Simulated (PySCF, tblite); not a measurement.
Isomers of C5H6FN. Method: GFN2-xTB as coded in tblite; computed harmonic values from a numerical Hessian at the method's own geometry, unscaled. Errors from tens to a few hundred cm⁻¹ against measured bands are possible. One conformer each.

Electronic energies: PBE0/pcSseg-1 single points on the GFN2-xTB geometries (PySCF, gas phase).

```tsv
SMILES	electronic energy, lowest = 0 (kJ/mol)
C/C(F)=C/CC#N	0.0
C/C(=C/C#N)CF	10.3
CC/C(C#N)=C/F	17.3
C/N=C1/CC=C1F	116.5
```

Problem. How do GFN2-xTB zero-point energies change the relative energies?

Solution. 
| SMILES | ZPE (kJ/mol) | of it from modes above 1550 cm⁻¹ | electronic (kJ/mol) | with ZPE, lowest = 0 (kJ/mol) | lowest mode (cm⁻¹) | rings |
| --- | --- | --- | --- | --- | --- | --- |
| C/C(F)=C/CC#N | 254.7 | 133.3 | 0.0 | 0.0 | 40 | 0 |
| C/C(=C/C#N)CF | 254.5 | 131.9 | 10.3 | 10.0 | 32 | 0 |
| CC/C(C#N)=C/F | 257.2 | 133.0 | 17.3 | 19.8 | 49 | 0 |
| C/N=C1/CC=C1F | 257.0 | 129.1 | 116.5 | 118.8 | 129 | 1 |

The zero-point energies span 2.7 kJ/mol, from `C/C(=C/C#N)CF` to `CC/C(C#N)=C/F`. The order is unchanged.

Problem. And how do the electronic energies of GFN2-xTB itself compare?

Solution. `C/C(F)=C/CC#N` 0.0; `C/C(=C/C#N)CF` 2.8; `CC/C(C#N)=C/F` 11.8; `C/N=C1/CC=C1F` 36.6 kJ/mol, lowest = 0. Against the energies above, taken from the same isomer `C/C(F)=C/CC#N`, the largest difference is 79.9 kJ/mol.

Problem. What do entropy and thermal enthalpy add at 298.15 K and 1 bar (rigid rotor, harmonic oscillator, one conformer each)?

Solution. 
```tsv
SMILES	point group	symmetry number	S (J/(mol K))	H − H(0) (kJ/mol)	ZPE + H − H(0) − TS (kJ/mol)
C/C(F)=C/CC#N	C1	1	368.2	23.09	168.0
C/C(=C/C#N)CF	C1	1	370.6	23.19	167.2
CC/C(C#N)=C/F	C1	1	363.9	22.86	171.6
C/N=C1/CC=C1F	Cs	1	343.0	20.76	175.5
```
